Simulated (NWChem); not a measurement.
System: C2H6ClSi, doublet; SMILES C[Si](C)Cl

Computed with NWChem. Pople sets run with spherical d functions. Spin-unrestricted. In the optimisation the excess spin sits in a' (Cs, its own frame). The geometry was optimised at PBE0/def2-SVP, spin-unrestricted. No stability test was run on the SCF state. Level: M06-2X/6-31G* with SMD (1 M gas to 1 M solution), gas-phase geometry. Reactions with the solvent are ignored.

Estimate the computed values for solvent 1-octanol. Quantities: solvation free energy (kcal/mol); cavity-dispersion-structure term (kcal/mol); dipole in solution (D).


| Item | Result |
|---|---|
| solvation free energy (kcal/mol) | -3.5 |
| cavity-dispersion-structure term (kcal/mol) | -0.5 |
| dipole in solution (D) | 3.29 |
